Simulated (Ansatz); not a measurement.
Consider the redistribution: `[OH][GeH2][NH][SiH](O)Cl` + `O[SiH2]N[SiH](O)F` → `O[Si@H](F)N[Si@H](O)Cl` + `O[SiH2][NH][GeH2][OH]`.

Isolated molecules relaxed with PBE0-D4/def2-TZVP in Ansatz; ΔE leaves out vibrations. CCSD(T)/CBS is the MP2 limit (def2-TZVPP, def2-QZVPP) plus CCSD(T) − MP2 in def2-TZVPP, frozen cores. DFT in def2-TZVPP. B3LYP here is the variant with VWN-RPA as its local correlation; programs differ in this. For Ge outer-core shells are correlated without core-valence functions, which leaves a few kJ/mol of doubt a bond. Scalar relativity is left out up to krypton. One conformer a species, not always the lowest.

**Question.** Is it downhill or uphill in electronic energy at CCSD(T)/CBS, and by how much? (An estimate is asked.)

**Answer.** Computed: Nearly level: ΔE = +0.1 kcal/mol.

**Question.** What do these levels give: PBE-D4, PBE0-D4, ωB97X-V, B2PLYP, PBE, B3LYP, MP2/def2-TZVPP, CCSD(T)/def2-TZVPP, MP2/def2-QZVPP, SCS-MP2/def2-QZVPP, HF/CBS(def2), CCSD/CBS(def2)? (Estimate.)

**Answer.** The calculation gave: PBE-D4 -0.1, PBE0-D4 -0.1, ωB97X-V 0.0, B2PLYP 0.3, PBE 0.4, B3LYP 0.6, MP2/def2-TZVPP 0.1, CCSD(T)/def2-TZVPP 0.0, MP2/def2-QZVPP 0.1, SCS-MP2/def2-QZVPP 0.4, HF/CBS(def2) 1.1, CCSD/CBS(def2) 0.3 kcal/mol.

Largest T1 diagnostic among the species: 0.012.

In def2-TZVPP, CCSD(T) changes the Hartree–Fock value by −1.0 kcal/mol (the triples alone add −0.2 kcal/mol) and MP2 by −0.9 kcal/mol. The D4 term adds −0.8 kcal/mol with B3LYP and −0.4 kcal/mol with PBE0; it sums over pairs of atoms, weighted by their polarisabilities, and B3LYP, whose exchange is more repulsive, gets the larger term.
